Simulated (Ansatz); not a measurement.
Frontier orbitals of H4MoN2O2, SMILES `[NH]=[Mo](=[NH])([OH])[OH]`.

```xyz
9

N     1.0765   -0.1005    1.2531
Mo   -0.1202   -0.0471    0.0120
N     0.4861    0.7154   -1.4117
O    -1.5957    0.9705    0.6190
O    -0.5965   -1.8321   -0.3978
H     1.9916    0.0702    1.6455
H     1.1914    1.1805   -1.9658
H    -1.6982    1.1153    1.5626
H    -0.7350   -2.0722   -1.3170
```

The species carries charge 0 and has multiplicity 1. Correlated methods include outer-core shells of Mo, which these sets cover unevenly. Mo: def2 effective core potential. The structure was optimised at the PBE0-D4/def2-TZVP level. It is one conformer, not always the lowest. Basis def2-TZVPP, the Gaussian-basis code of Ansatz.

```json
{"functional": "LDA (SPW92)", "HOMO (eV)": "-6.58", "LUMO (eV)": "-2.22", "gap (eV)": "4.36"}
{"functional": "PBE", "HOMO (eV)": "-6.38", "LUMO (eV)": "-2.01", "gap (eV)": "4.37"}
{"functional": "PBE0", "HOMO (eV)": "-7.76", "LUMO (eV)": "-1.25", "gap (eV)": "6.51"}
{"functional": "B3LYP", "HOMO (eV)": "-7.52", "LUMO (eV)": "-1.49", "gap (eV)": "6.03"}
{"functional": "r2SCANh", "HOMO (eV)": "-7.19", "LUMO (eV)": "-1.66", "gap (eV)": "5.53"}
{"functional": "r2SCAN0", "HOMO (eV)": "-7.97", "LUMO (eV)": "-1.21", "gap (eV)": "6.76"}
{"functional": "BHLYP", "HOMO (eV)": "-9.03", "LUMO (eV)": "-0.36", "gap (eV)": "8.67"}
{"functional": "LC-ωPBE", "HOMO (eV)": "-10.46", "LUMO (eV)": "0.95", "gap (eV)": "11.41"}
{"functional": "ωB97M-V", "HOMO (eV)": "-10.03", "LUMO (eV)": "0.80", "gap (eV)": "10.83"}
```

Against PBE, PBE0 changes HOMO and LUMO by −1.38 and +0.76 eV, ωB97M-V by −3.65 and +2.82 eV. A gap of 4.36 eV thus becomes 10.83 eV for the same molecule, so an orbital gap means little without its functional. A positive LUMO is unbound and depends on the basis.

B3LYP here is the variant with VWN-RPA as its local correlation; programs differ in this. LC-ωPBE has ω = 0.4 bohr⁻¹.
